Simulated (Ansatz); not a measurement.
**Energy profile**

The step: TiF₄ ([F][Ti]([F])([F])[F]) + H₂ → TiHF₃ ([F][TiH]([F])[F]) + HF (still joined by a long Ti–F bond); bonds formed: Ti1–H7, F2–H6; bonds broken: H6–H7; bonds weakened to dative contacts: Ti1–F2 (atoms numbered as in the saddle structure below).

Ti1  (-0.435, 0.033, 0.214)
F2  (1.025, 0.806, -1.059)
F3  (-1.616, 0.031, -1.057)
F4  (-0.393, 1.454, 1.209)
F5  (-1.001, -1.206, 1.298)
H6  (1.346, -0.138, -0.640)
H7  (1.072, -0.979, 0.036)
(Å)

Electronic energies by CCSD(T) at an estimated basis limit (MP2 extrapolated from triple and quadruple zeta, plus CCSD(T) − MP2 in triple zeta), on PBE0-D4/def2-TZVP structures; TiH2F4, closed shell; no counterpoise correction. Ansatz 0.2.0; basis: def2-TZVPP and def2-QZVPP; cores frozen in the correlated methods. Extrapolation: Hartree–Fock as exp(−7.88 √X), correlation as X^−2.97.

**Question.** Give the profile in kcal/mol, counted from the separated reactants. (To be estimated.)

**Answer.** Computed:
| point | kcal/mol |
| --- | --- |
| separated: TiF4 (linked as [F][Ti]([F])([F])[F]; Ti1, F2, F3, F4, F5; singlet) + H2 (H6, H7; singlet) | 0.00 |
| start structure | -0.57 |
| saddle | 41.67 |
| end structure | 36.38 |
| separated: TiHF3 (linked as [F][TiH]([F])[F]; Ti1, F3, F4, F5, H7; singlet) + HF (F2, H6; singlet) | 41.29 |

The T1 diagnostic stays at or below 0.025.

For scale, one of the runs: CCSD(T)/def2-TZVPP, 216 basis functions, launched by `ansatz run in.yaml --threads 8 --pin off --events-out ev --progress --plain --max-ram 19148MiB`. Time: 110 s of wall clock on 8 CPU threads of an Arm Neoverse V1; the host was shared. Peak host memory: 3.9 GiB.
